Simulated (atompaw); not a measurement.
## silver (Ag): one change to a PAW (atompaw) potential, before and after

```json
{
  "Element": "Ag",
  "Generator": "atompaw 4.2.0.5",
  "Type": "PAW",
  "Functional": "PBE",
  "Relativity": "scalar-relativistic",
  "Frozen core": "[Ar] 3d10",
  "Valence charge": "19",
  "Reference configuration": "4s2 4p6 4d10 5s1 5p0",
  "Partial waves": "4s (bound): rc 1.55 bohr; 5s (bound): rc 1.55 bohr; 4p (bound): rc 1.40 bohr; 5p (bound, empty): rc 1.55 bohr; 4d (bound): rc 1.55 bohr; 4d channel at 0.2 Ry: rc 1.55 bohr",
  "Local potential": "bessel scheme, radius 1.45 bohr",
  "Core correction": "smooth core density matched at 1.30 bohr",
  "Augmentation charge": "sinc compensation charge, radius 1.25 bohr; PAW radius 1.55 bohr; waves and projectors: modrrkj vanderbiltortho"
}
```

All-electron outer shells of the reference configuration (PBE, scalar-relativistic, ld1.x):

| shell | level (eV) | outermost node (bohr) | outermost maximum (bohr) |
| --- | --- | --- | --- |
| 3p | -557.49 | 0.15 | 0.32 |
| 3d | -358.48 | – | 0.27 |
| 4s | -95.05 | 0.44 | 0.82 |
| 4p | -58.57 | 0.44 | 0.87 |
| 4d | -7.44 | 0.43 | 1.04 |
| 5s | -4.40 | 1.11 | 2.49 |
| 5p | -0.74 | 1.25 | 3.86 |

Change: wave 4d channel at 0.2 Ry: rc 1.55 bohr becomes 4d channel at 5.11 Ry: rc 1.55 bohr.

Cutoffs: the cutoffs (Ry, on a coarse ladder) from which the occupation-weighted sum of valence levels, in a spherical-Bessel basis at the reference potential, stays within 10 and 1 mRy of its value at 400 Ry; they do not see the model core or the augmentation charge, which bear on the density cutoff.

Task: What does the change do?

Result: The potential gets harder (50 Ry and 100 Ry → 60 Ry and 100 Ry); the range in which the d phases agree narrows (upper end at the end of the scan → -0.3); neither file shows a bound ghost.

```csv
quantity,base,changed
"cutoff, loose",50 Ry,60 Ry
"cutoff, tight",100 Ry,100 Ry
bound ghosts,none,none
s: phases at 1.55 bohr within 0.05 rad from the reference energy up to (Ry; the scan ends near 5),to the end of the scan,to the end of the scan
p: phases at 1.55 bohr within 0.05 rad from the reference energy up to (Ry; the scan ends near 5),to the end of the scan,to the end of the scan
d: phases at 1.55 bohr within 0.05 rad from the reference energy up to (Ry; the scan ends near 5),to the end of the scan,-0.3
lowest overlap eigenvalue by channel,"s 0.54, p 0.89, d 0.00","s 0.54, p 0.89, d 1.00"
```

 The cutoffs see the waves, projectors and local potential, not the compensation charge or the core.
